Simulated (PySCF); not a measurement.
# Correlation energy of S⁺ (sulfur, charge +1)

[Ne] 3s2 3p3, high-spin 4S determinant. All numbers are calculated (PySCF 2.14, no relativity, point nucleus, in def2-TZVP (5s5p2d1f, 37 functions)). Frozen: [Ne]; 5 electrons correlated.

MP2 pair energies summed by pair of shells (mhartree):

| pair | energy | share (%) |
| --- | --- | --- |
| 3s-3p | -57.78 | 65.9 |
| 3p-3p | -20.28 | 23.1 |
| 3s-3s | -9.58 | 10.9 |

Total MP2 correlation energy: -87.64 mhartree.

Same-spin part -23.70 and opposite-spin part -63.94 mhartree; SCS-MP2 scales them by 1/3 and 6/5 to -84.63 mhartree.

```json
{"level": "CCSD", "correlation energy (mhartree)": "-107.75"}
{"level": "(T)", "correlation energy (mhartree)": "-3.49"}
{"level": "CCSD(T)", "correlation energy (mhartree)": "-111.24"}
```

Diagnostics: T1 = 0.0028, D1 = 0.0067, largest double amplitude 0.064.

Question: Is a single reference adequate?

Answer: Yes: T1 lies below 0.03 and no double amplitude reaches 0.07.
